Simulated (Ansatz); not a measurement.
Reaction (isomerisation): `[CH3][Al]([Cl])[SiH](O)F` → `C[Si](F)(Cl)[O][AlH2]`

Program: Ansatz. Geometries: PBE0-D4/def2-TZVP. ΔE: electronic, gas phase. CCSD(T)/CBS adds triple-zeta CCSD(T) − MP2 to the extrapolated MP2 energy (def2 sets, frozen cores). DFT in def2-TZVPP. B3LYP here is the variant with VWN-RPA as its local correlation; programs differ in this. One conformer a species, not always the lowest.

| level | ΔE (kcal/mol) | difference from CCSD(T)/CBS |
| --- | --- | --- |
| PBE-D4 | -25.5 | 6.2 |
| PBE0-D4 | -28.1 | 3.6 |
| B3LYP-D4 | -31.6 | 0.1 |
| ωB97M-V | -33.3 | -1.6 |
| B2PLYP | -31.9 | -0.2 |
| PBE | -24.6 | 7.1 |
| B3LYP | -30.0 | 1.7 |
| HF/def2-TZVPP | -36.4 | -4.7 |
| MP2/def2-TZVPP | -33.9 | -2.2 |
| SCS-MP2/def2-TZVPP | -34.1 | -2.4 |
| CCSD/def2-TZVPP | -32.7 | -1.0 |
| HF/def2-QZVPP | -37.0 | -5.3 |
| MP2/def2-QZVPP | -33.9 | -2.2 |
| SCS-MP2/def2-QZVPP | -34.1 | -2.4 |
| HF/CBS(def2) | -37.1 | -5.4 |
| CCSD/CBS(def2) | -32.4 | -0.7 |
| CCSD(T)/CBS | -31.7 | 0 |

Largest T1 diagnostic among the species: 0.011.

In def2-TZVPP, CCSD(T) changes the Hartree–Fock value by +4.3 kcal/mol (the triples alone add +0.7 kcal/mol) and MP2 by +2.5 kcal/mol. From PBE to PBE0 (25 % exact exchange), in def2-TZVPP and without D4, ΔE moves by −2.8 kcal/mol.
